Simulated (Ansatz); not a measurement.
Species: CH4Si, SMILES `C=[SiH2]` (charge 0, multiplicity 1), formula CH4Si.

### Question
How many basis functions does Ansatz (a quantum-chemistry and plane-wave program) with frozen-core CCSD(T)/def2-TZVPP // CAM-B3LYP-D3(BJ)/def2-TZVP use, how many core orbitals are frozen, and how many electrons are correlated?

### Answer
129 basis functions and 6 frozen orbitals, which leaves 12 correlated electrons. Core time is of the order of seconds.
